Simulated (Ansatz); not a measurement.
Frontier orbitals of `O=C=N[SiH](Cl)Cl`.

```xyz
7

O     1.437   -0.405   -2.595
C     0.818   -0.437   -1.616
N     0.163   -0.524   -0.615
Si   -0.486    0.064    0.830
Cl    1.017    0.598    2.091
Cl   -1.651    1.687    0.448
H    -1.299   -0.983    1.457
```

The species carries charge 0 and has multiplicity 1. The structure was optimised at the PBE0-D4/def2-TZVP level. It is one conformer, not always the lowest. Basis def2-TZVPP, the Gaussian-basis code of Ansatz.

Orbital energies of one run (eV). Highest occupied ones, from the top: -10.48, -10.76, -10.98, -11.01, -11.46, -11.80, -13.41, -13.43, -15.38, -15.58, -15.61, -16.98, -19.93, -25.87. Empty: 0.82, 0.85, 1.49, 1.96, 2.46, 2.82.

(1) Which functional gave them?
A. r2SCANh
B. r2SCAN
C. PBE
D. BHLYP

Results:

(1) D. HOMO energies: BHLYP -10.48, r2SCAN -8.14, r2SCANh -8.66, PBE -7.79 eV.
